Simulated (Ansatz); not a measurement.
## Redistribution: Sn(CH3)F + C2H7NSn → Sn(CH3)(NH2) + C2H5FSn

Species: Sn(CH3)F, singlet; C2H7NSn `C[CH2][Sn][NH2]`, singlet; Sn(CH3)(NH2), singlet; C2H5FSn `C[CH2][Sn][F]`, singlet. The partners trade F for NH2; both sit on Sn, so the bond types are kept.

Shapes, held fixed at every level: PBE0-D4/def2-TZVP. Flexible molecules stand in one conformer, not always the lowest. Programs: Ansatz 0.2.0. The zero-point and thermal change to 298 K, harmonic and unscaled (PBE0-D4/def2-TZVP), is +0.1 kJ/mol.

| level | kind | ΔH(298 K) (kJ/mol) | less CCSD(T)/def2-TZVPP |
| --- | --- | --- | --- |
| r2SCAN-D4/def2-TZVPP | meta-GGA | -1.2 | -0.6 |
| B3LYP-D4/def2-TZVPP | global hybrid | -1.2 | -0.6 |
| PBE0-D4/def2-TZVPP | global hybrid | -1.2 | -0.6 |
| wB97M-V/def2-TZVPP | range-separated hybrid | -1.5 | -0.9 |
| MP2/def2-TZVPP | perturbation theory | -0.3 | +0.3 |
| CCSD/def2-SVP | coupled cluster or CI | -3.2 | -2.6 |
| CCSD(T)/def2-TZVPP | coupled cluster or CI | -0.6 | 0.0 |

The highest level, CCSD(T)/def2-TZVPP, gives ΔH(298 K) = -0.6 kJ/mol; the levels span -3.2 to -0.3. That is about zero within the method's error. The column of differences is taken from that level and isn't an error. No measured value is set beside it here. For atoms past krypton def2 sets carry core potentials with scalar relativity. Outer-core shells of Sn are correlated, in sets that cover them unevenly.
